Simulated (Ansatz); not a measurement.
Mulliken charges of CH$_{4}$AsN, SMILES `C1N[AsH]1` from B3LYP/def2-TZVPP in Ansatz (PBE0-D4/def2-TZVP geometry).

```json
{"atom": "C1", "x (Å)": "-0.559", "y (Å)": "-0.027", "z (Å)": "-0.489", "charge (e)": "-0.177"}
{"atom": "N2", "x (Å)": "-0.467", "y (Å)": "0.191", "z (Å)": "0.920", "charge (e)": "-0.331"}
{"atom": "As3", "x (Å)": "0.756", "y (Å)": "-1.195", "z (Å)": "0.387", "charge (e)": "0.184"}
{"atom": "H4", "x (Å)": "-1.470", "y (Å)": "-0.518", "z (Å)": "-0.816", "charge (e)": "0.110"}
{"atom": "H5", "x (Å)": "-0.166", "y (Å)": "0.714", "z (Å)": "-1.179", "charge (e)": "0.115"}
{"atom": "H6", "x (Å)": "0.046", "y (Å)": "1.040", "z (Å)": "1.134", "charge (e)": "0.150"}
{"atom": "H7", "x (Å)": "1.921", "y (Å)": "-0.274", "z (Å)": "-0.003", "charge (e)": "-0.051"}
```

Problem. By hand: the dipole of these point charges (1 e Å = 4.8032 D).

Solution. Σ q r = (0.121, -0.083, -0.202) e Å, of length 0.250 e Å = 1.20 D.

Problem. How does the dipole of the full density compare? (Estimate.)

Solution. Computed: (0.158, 0.177, -0.221) e Å, 1.56 D; the point charges give 0.77 times that, at 53° from its direction.

Point charges leave out the atoms' own dipoles, such as those of lone pairs, and Mulliken's split depends on the basis, so the two needn't agree.

B3LYP here is the variant with VWN-RPA as its local correlation; programs differ in this.
